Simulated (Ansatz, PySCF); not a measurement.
Process, species as SMILES: NB(Cl)Cl → [NH]B(Cl)Cl + H atom (the H-N bond at the site shown breaks; other sites are not compared here)
Structures are relaxed separately at B3LYP-D3(BJ)/def2-TZVP in Ansatz (a quantum-chemistry and plane-wave program), one conformer each, not searched for the lowest.

Quantity: bond dissociation energy (enthalpy at 298 K, with B3LYP-D3(BJ) rigid-rotor harmonic-oscillator terms from PySCF), in kcal/mol. Valence correlation only, unless marked. Open shells are spin-unrestricted. No spin-orbit coupling. No relativistic terms. Basis-set limits of correlation are two-point, X^-3; Hartree-Fock from the larger set (for Q and 5 zeta extrapolated as (X+1)exp(-9√X)).

```csv
level,program,bond dissociation energy (kcal/mol)
PBE0/def2-SVP,Ansatz,114.6
LC-wPBE-D4/def2-TZVPD,Ansatz + dftd4,116.5
CCSD/aug-cc-pV(T+d)Z,Ansatz,(withheld)
"CCSD(T)/CBS(cc-pV(Q+d)Z,cc-pV(5+d)Z)",Ansatz,(withheld)
```

Q: Complete the blanks.

A: 
- CCSD/aug-cc-pV(T+d)Z, bond dissociation energy (kcal/mol): 117.3
- CCSD(T)/CBS(cc-pV(Q+d)Z,cc-pV(5+d)Z), bond dissociation energy (kcal/mol): 119.8
